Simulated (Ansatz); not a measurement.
Cost and result for the atomization energy of CH5AlBN, SMILES `[BH2][Al]1[CH2][NH]1` (9 atoms, 9 bonds).

```xyz
9

B    -1.9971    1.2846    0.3497
Al   -0.2531    0.1562    0.0104
C     1.3001   -0.7021   -0.7752
N     0.9798   -0.8648    0.6663
H    -1.9485    2.4548    0.5932
H    -3.0875    0.8003    0.2637
H     1.2163   -1.6021   -1.3896
H     2.2124   -0.1463   -1.0065
H     1.5774   -1.3807    1.2880
```

Charge 0, multiplicity 1. The structure was optimised at the PBE0-D4/def2-TZVP level. Program: Ansatz. All runs use 2 threads of an Arm Neoverse V1 on a shared host. Times are those of one run each, without the atoms' runs, and a repeat can differ threefold. Electronic energies, without spin–orbit coupling; frozen cores. CCSD(T)/CBS adds CCSD(T) − MP2 in def2-TZVPP to the MP2 limit, and its time is that of the two runs behind it. T1 = 0.016.

CCSD(T)/CBS is a level of theory with its own doubt, some kJ/mol a heavy atom from the limit and from the frozen cores, so smaller differences don't rank the functionals.

```json
{"level": "revPBE-D4/def2-TZVPP", "functions": "205", "wall time": "2.8 s"}
{"level": "CCSD(T)/def2-SVP", "functions": "85", "wall time": "3 s"}
{"level": "PBE0-D4/def2-TZVPP", "functions": "205", "wall time": "3.1 s"}
{"level": "BHLYP-D4/def2-TZVPP", "functions": "205", "wall time": "3.4 s"}
{"level": "PBE-D4/def2-TZVPP (with forces)", "functions": "205", "wall time": "3.5 s"}
{"level": "r2SCAN-D4/def2-TZVPP (with forces)", "functions": "205", "wall time": "6 s"}
{"level": "r2SCANh-D4/def2-TZVPP", "functions": "205", "wall time": "6 s"}
{"level": "B2PLYP/def2-TZVPP", "functions": "205", "wall time": "6 s"}
{"level": "PBE-QIDH/def2-TZVPP", "functions": "205", "wall time": "6 s"}
{"level": "B97M-V/def2-TZVPP", "functions": "205", "wall time": "11 s"}
{"level": "MP2/def2-QZVPP", "functions": "391", "wall time": "20 s"}
{"level": "CCSD(T)/def2-TZVPP", "functions": "205", "wall time": "63 s"}
{"level": "CCSD(T)/CBS(def2)", "functions": "–", "wall time": "82 s"}
```

(1) What atomization energy does each give, and how far from CCSD(T)/CBS? (Best estimate.)

Answers

(1) The calculation gave: 
```tsv
level	atomization (kJ/mol)	difference from CCSD(T)/CBS	per bond
revPBE-D4/def2-TZVPP	2939.7	4.0	0.4
CCSD(T)/def2-SVP	2762.6	-173.1	-19.2
PBE0-D4/def2-TZVPP	2957.6	21.9	2.4
BHLYP-D4/def2-TZVPP	2867.5	-68.2	-7.6
PBE-D4/def2-TZVPP (with forces)	3017.0	81.3	9.0
r2SCAN-D4/def2-TZVPP (with forces)	2961.8	26.1	2.9
r2SCANh-D4/def2-TZVPP	2940.4	4.7	0.5
B2PLYP/def2-TZVPP	2919.4	-16.3	-1.8
PBE-QIDH/def2-TZVPP	2924.7	-11.0	-1.2
B97M-V/def2-TZVPP	2965.6	29.9	3.3
MP2/def2-QZVPP	2946.5	10.8	1.2
CCSD(T)/def2-TZVPP	2850.6	-85.1	-9.5
CCSD(T)/CBS(def2)	2935.7	0.0	0.0
```

Leaving LDA and LC-ωPBE aside and taking each functional with its dispersion term where it has one, the values spread over 149.6 kJ/mol, from BHLYP-D4 to PBE-D4. LDA lies +377.9 kJ/mol from PBE without D4, its usual overbinding. The D4 term adds +21.8 kJ/mol with B3LYP and +11.3 kJ/mol with PBE0; it sums over pairs of atoms, weighted by their polarisabilities, and B3LYP, whose exchange is more repulsive, gets the larger term. In def2-TZVPP, CCSD(T) changes the Hartree–Fock value by +769.0 kJ/mol (the triples alone add +47.6 kJ/mol) and MP2 by +814.0 kJ/mol; breaking electron pairs costs correlation energy, which Hartree–Fock lacks.

B3LYP here is the variant with VWN-RPA as its local correlation; programs differ in this.
